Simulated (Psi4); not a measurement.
ClGa, triplet, geometry from GFN2-xTB (such geometries of metal compounds can be far from the true shape) (the spin is typed, not shown lowest), atoms displaced at random by about 0.02 Å a coordinate.

The Psi4 input:
```
memory 2 GB

molecule {
0 3
  Ga   -0.00627853    0.03771413   -0.79684814
  Cl    0.04185189    0.01946863    1.43335106
}

set basis pcseg-1
set reference uks

optimize('b3lyp')
print_variables()
```

**Question.** What does this run give for the number of basis functions, total energy at the end of the optimisation, nuclear repulsion energy?

**Answer.** 
The number of basis functions comes out as 45. The total energy at the end of the optimisation is -2384.826609 Ha and the nuclear repulsion energy comes out as 125.4153 Eh.

These values belong to the state on which the SCF converged, which isn't shown to be the lowest.
